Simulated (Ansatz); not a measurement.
Reaction (formal loss of a carbene): `BCCS` → `[CH2]` (triplet) + `BCS`

Isolated molecules relaxed with PBE0-D4/def2-TZVP in Ansatz; ΔE leaves out vibrations. CBS: MP2 limit from def2 TZ/QZ plus the TZ coupled-cluster correction, frozen cores. This one scheme is used for every species. Functionals use def2-TZVPP. Triplets are unrestricted, without spin–orbit coupling. One conformer a species, not always the lowest.

`BCCS`:

Cartesian coordinates in Å:
```
B 1.185 0.666 -1.142
C 0.413 -0.299 -0.203
C -0.727 0.285 0.611
S -1.420 -0.826 1.867
H 2.016 0.226 -1.883
H 1.002 1.850 -1.124
H 1.183 -0.713 0.472
H 0.085 -1.184 -0.765
H -0.386 1.152 1.181
H -1.533 0.636 -0.037
H -1.818 -1.792 1.023
```

`[CH2]` (triplet):

Z-matrix (Å, degrees):
```
C
H 1 1.079
H 1 1.079 2 134.9
```

`BCS`:

Cartesian coordinates in Å:
```
B -0.516 0.323 -0.848
C 0.646 -0.078 0.093
S 0.295 -0.416 1.837
H -1.664 0.237 -0.522
H -0.248 0.688 -1.957
H 1.445 0.670 0.040
H 1.084 -0.975 -0.377
H -1.042 -0.448 1.733
```

Question: Is it downhill or uphill in electronic energy at CCSD(T)/CBS, and by how much? (An estimate is asked.)

Answer: Computed: Uphill: ΔE = +104.8 kcal/mol.

Question: What do these levels give: r2SCAN0-D4, BHLYP-D4, B2PLYP, LC-ωPBE, RPA@PBE/def2-TZVPP, MP2/def2-SVP, CCSD(T)/def2-SVP, HF/def2-TZVPP, CCSD(T)/def2-TZVPP, SCS-MP2/def2-QZVPP, HF/CBS(def2), MP2/CBS(def2)? (Best estimate.)

Answer: Ansatz gave: r2SCAN0-D4 98.3, BHLYP-D4 100.0, B2PLYP 102.3, LC-ωPBE 101.8, RPA@PBE/def2-TZVPP 100.7, MP2/def2-SVP 104.1, CCSD(T)/def2-SVP 101.7, HF/def2-TZVPP 69.6, CCSD(T)/def2-TZVPP 102.1, SCS-MP2/def2-QZVPP 107.3, HF/CBS(def2) 69.6, MP2/CBS(def2) 108.1 kcal/mol.

Largest T1 diagnostic among the species: 0.011.

From PBE to PBE0 (25 % exact exchange), in def2-TZVPP and without D4, ΔE moves by −1.7 kcal/mol. In def2-TZVPP, CCSD(T) changes the Hartree–Fock value by +32.5 kcal/mol (the triples alone add +2.7 kcal/mol) and MP2 by +35.8 kcal/mol. The D4 term adds +2.3 kcal/mol with B3LYP and +1.2 kcal/mol with PBE0; it sums over pairs of atoms, weighted by their polarisabilities, and B3LYP, whose exchange is more repulsive, gets the larger term.

B3LYP here is the variant with VWN-RPA as its local correlation; programs differ in this.
